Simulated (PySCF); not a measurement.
**Ionising PbBr**

UHF; Pb def2-SVP with ECP60, Br def2-SVP; scalar-relativistic core potentials (PySCF 2.14). Neutral (UHF): doublet (π ↑), Re = 2.667 Å, ωe = 207 cm⁻¹, De = 2.09 eV, HOMO -7.12 eV, LUMO -0.51 eV.

PbBr⁺ (RHF): singlet (closed shell), Re = 2.524 Å, ωe = 263 cm⁻¹. The energies at the minima are -2763.99225 hartree for PbBr and -2763.75175 for PbBr⁺.

(1) Work out the adiabatic ionisation energy, without and with harmonic zero-point energies (1 hartree = 27.2114 eV, 1 eV = 8065.5 cm⁻¹), and the change of the bond length.

These are scalar-relativistic numbers at best; spin–orbit coupling would shift them, the dissociation energy most. Hartree–Fock leaves out correlation, which carries a large part of most bond energies and some tenths to 1 eV of ionisation energies. States were picked by a PBE0 search and need not be the measured ground states.

Neutral and ion stand on different kinds of reference determinant, which adds to the error of the difference.

Answers

(1) At HF: 0.24050 hartree = 6.544 eV between the minima; the zero-point term (263.0 − 207.0)/2 cm⁻¹ = +0.003 eV makes it 6.548 eV. Re changes by -14.3 pm against the neutral. The electron leaves a π orbital; in so polar a molecule the change of length follows mostly from the change of the ionic charges.
